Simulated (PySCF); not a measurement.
# Iodine: a sound run and one with changed settings

Sound run: I⁺ [Kr] 4d10 5s2 5p4, I²⁺ [Kr] 4d10 5s2 5p3. Computed with PySCF 2.14 in def2-SVP with the def2 core potential (28 electrons) (4s4p2d, 26 functions), with scalar relativity through the core potential. In the sound run the correlated levels freeze 4s2 4p6 4d10 outside the core potential. The sound run starts from symmetry-adapted Hartree-Fock orbitals and uses a fine grid where one is needed.

A second run was set up differently.

| species | method | sound run (hartree) | changed run (hartree) | converged |
| --- | --- | --- | --- | --- |
| I⁺ | MP2 | -296.35805 | -296.32691 | yes |
| I⁺ | CCSD(T) | -296.37232 | -296.33427 | yes |
| I²⁺ | MP2 | -295.69684 | -295.66031 | yes |
| I²⁺ | CCSD(T) | -295.71000 | -295.66426 | yes |

Ionisation energy of I⁺:

| method | sound run (eV) | changed run (eV) |
| --- | --- | --- |
| UHF | 17.638 | 17.638 |
| MP2 | 17.992 | 18.139 |
| SCS-MP2 | 18.002 | 18.236 |
| CCSD | 18.017 | 18.231 |
| CCSD(T) | 18.023 | 18.232 |

(1) What was changed?
A. minimal basis
B. all electrons correlated in a valence basis
C. level shift left on
D. a valence shell is frozen

Results:

(1) D. Freezing a valence shell removes pair correlation that changes on ionisation.
